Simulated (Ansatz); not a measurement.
Reaction (redistribution): `[CH3][Ti]([CH3])([F])[F]` + `F[C@H]1C[Si@@H]1F` → `[CH3][Ti]([F])([F])[F]` + `C[C@@H]1C[Si@@H]1F`

Gas-phase electronic energies from Ansatz, PBE0-D4/def2-TZVP geometries. CBS: MP2 limit from def2 TZ/QZ plus the TZ coupled-cluster correction, frozen cores. For Ti outer-core shells are correlated without core-valence functions, which leaves a few kJ/mol of doubt a bond. Scalar relativity is left out up to krypton.

```tsv
species	CCSD(T)/CBS(def2) energy (Eh)
`[CH3][Ti]([CH3])([F])[F]`	-1128.35702
`F[C@H]1C[Si@@H]1F`	-567.17766
`[CH3][Ti]([F])([F])[F]`	-1188.36791
`C[C@@H]1C[Si@@H]1F`	-507.26710
```

Problem. Work out ΔE.

Solution. ΔE = (-1188.36791) + (-507.26710) − (-1128.35702) − (-567.17766) = -0.10033 Eh = -2.73 eV.

Largest T1 diagnostic among the species: 0.022, so the coupled-cluster value is less sure than usual.

At CCSD(T), def2-SVP lies −0.21 eV from the extrapolated value and def2-TZVPP −0.05 eV. From BLYP to BHLYP (50 % exact exchange), in def2-TZVPP and without D4, ΔE moves by −0.04 eV. Leaving LDA and LC-ωPBE aside and taking each functional with its dispersion term where it has one, the values, not all of them listed here, spread over 0.11 eV, from PBE-QIDH to B3LYP-D4.

B3LYP here is the variant with VWN-RPA as its local correlation; programs differ in this.
